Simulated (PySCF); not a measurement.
A structure optimised at B3LYP-D3(BJ)/def2-TZVP, used in a PySCF frequency run:

```
Si
H 1 1.4814
H 1 1.4814 2 109.02
H 1 1.4817 2 108.98 3 -118.84
P 1 2.2676 2 107.93 4 -124.16
H 5 1.4194 1 94.17 2 168.18
H 5 1.4194 6 93.73 1 94.46
```
Charge 0, spin multiplicity 1.

Question: Write its SMILES, formula and point group.

Answer: [SiH3]P, H5PSi, Cs

Question: What are its rotational constants (standard atomic weights)?

Answer: 51.701, 5.5013, 5.4764 GHz
